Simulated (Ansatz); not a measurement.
Reaction (redistribution): `[NH2][GeH2][NH][GeH2][NH2]` + `N[SiH2]O[SiH](N)Cl` → `[NH2][GeH2][O][SiH](N)Cl` + `N[SiH2][NH][GeH2][NH2]`

Isolated molecules relaxed with PBE0-D4/def2-TZVP in Ansatz; ΔE leaves out vibrations. CBS: MP2 limit from def2 TZ/QZ plus the TZ coupled-cluster correction, frozen cores. Functionals use def2-TZVPP. B3LYP here is the variant with VWN-RPA as its local correlation; programs differ in this. For Ge outer-core shells are correlated without core-valence functions, which leaves a few kJ/mol of doubt a bond. Scalar relativity is left out up to krypton. One conformer a species, not always the lowest.

| level | ΔE (kcal/mol) | difference from CCSD(T)/CBS |
| --- | --- | --- |
| PBE-D4 | 2.9 | -1.1 |
| PBE0-D4 | 3.4 | -0.6 |
| ωB97X-V | 3.3 | -0.7 |
| ωB97M-V | 3.4 | -0.6 |
| B2PLYP | 3.3 | -0.7 |
| PBE | 2.5 | -1.5 |
| r2SCAN | 3.1 | -0.9 |
| PBE0 | 3.0 | -1.0 |
| B3LYP | 3.2 | -0.8 |
| MP2/def2-TZVPP | 3.7 | -0.3 |
| SCS-MP2/def2-TZVPP | 3.5 | -0.5 |
| CCSD/def2-TZVPP | 3.8 | -0.2 |
| HF/def2-QZVPP | 4.0 | 0.0 |
| SCS-MP2/def2-QZVPP | 3.7 | -0.3 |
| MP2/CBS(def2) | 4.0 | 0.0 |
| CCSD/CBS(def2) | 4.1 | 0.1 |
| CCSD(T)/CBS | 4.0 | 0 |

Largest T1 diagnostic among the species: 0.011.
